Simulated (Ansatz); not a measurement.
```yaml
crystal:
  periodic: [false, false, false]
  atoms:
    - {symbol: C, position_ang: [1.576074, 1.403038, 1.417776]}
    - {symbol: C, position_ang: [0.756704, 0.523385, 1.433173]}
    - {symbol: C, position_ang: [-0.169905, -0.474386, 1.472413]}
    - {symbol: Ga, position_ang: [-0.915134, -0.887656, -0.416849]}
    - {symbol: C, position_ang: [-0.314571, 0.155848, -1.940168]}
    - {symbol: H, position_ang: [2.279153, 2.267836, 1.338492]}
    - {symbol: H, position_ang: [-1.039713, -0.318896, 2.111049]}
    - {symbol: H, position_ang: [0.240164, -1.494520, 1.860645]}
    - {symbol: H, position_ang: [-1.932741, -2.046645, -0.444408]}
    - {symbol: H, position_ang: [-1.157820, 0.615346, -2.384322]}
    - {symbol: H, position_ang: [0.108463, -0.477249, -2.661320]}
    - {symbol: H, position_ang: [0.452072, 0.871863, -1.649028]}
basis:
  gaussian: {orbitals: def2-TZVPP}
magnetization: {spin_polarized: true, initial_magnetization: 0}
hamiltonian: {xc: {name: BHLYP}}
output: {forces: true}
```

```sh
$ ansatz run in.yaml --threads 4 --pin off --events-out ev --progress --plain --max-ram 10444MiB
```

It prints (some lines left out):

```
Functional definition: BHLYP
1750 factors; their error is unknown
mean field evaluation 1: about -56625.7456 eV, gradient 4.6e1 eV
mean field evaluation 2: about -56626.9779 eV, gradient 4.3e1 eV
mean field evaluation 4: about -56635.4991 eV, gradient 3.1e0 eV
mean field evaluation 8: about -56635.5424 eV, gradient 3.0e-2 eV
mean field evaluation 16: about -56635.9484 eV, gradient 6.8e-5 eV
mean field -56635.94838156 eV, -2081.3327137976 hartree, gradient 6.8e-5 eV, S^2 0.000000; 0 other end points of the search recorded, 0 dependent functions left out
reference -56635.94859159 eV, -2081.3327215161 hartree; 31, 31 occupied and 239, 239 virtual orbitals, 1750 factors
Total energy: -56635.94859159 eV, -2081.3327215161 hartree
Atom 0 at     1.576074     1.403038     1.417776 Å, force     0.683580     1.195134    -0.370973 eV/Å
Atom 1 at     0.756704     0.523385     1.433173 Å, force     2.639995     2.825655     0.500612 eV/Å
Atom 2 at    -0.169905    -0.474386     1.472413 Å, force    -1.905830    -4.496804    -0.080239 eV/Å
Atom 3 at    -0.915134    -0.887656    -0.416849 Å, force     0.424773     0.167104     1.059023 eV/Å
Atom 4 at    -0.314571     0.155848    -1.940168 Å, force     0.559775     0.345542     1.088826 eV/Å
Atom 5 at     2.279153     2.267836     1.338492 Å, force    -1.331015    -1.789238     0.201371 eV/Å
Atom 6 at    -1.039713    -0.318896     2.111049 Å, force     0.204264     0.360166    -0.089523 eV/Å
Atom 7 at     0.240164    -1.494520     1.860645 Å, force    -0.480783     1.847426    -0.783480 eV/Å
Atom 8 at    -1.932741    -2.046645    -0.444408 Å, force    -0.270794    -0.268114    -0.091448 eV/Å
Atom 9 at    -1.157820     0.615346    -2.384322 Å, force    -0.618999     0.667705    -0.406590 eV/Å
Atom 10 at     0.108463    -0.477249    -2.661320 Å, force     0.495603    -0.882617    -0.970333 eV/Å
Atom 11 at     0.452072     0.871863    -1.649028 Å, force    -0.400569     0.028041    -0.057245 eV/Å
Dipole moment:    -0.151242    -0.091703    -0.205367 e Å
```

It took 8 s on 4 threads of an Arm Neoverse V2 on a shared host, with 1.1 GiB of host memory at the peak.
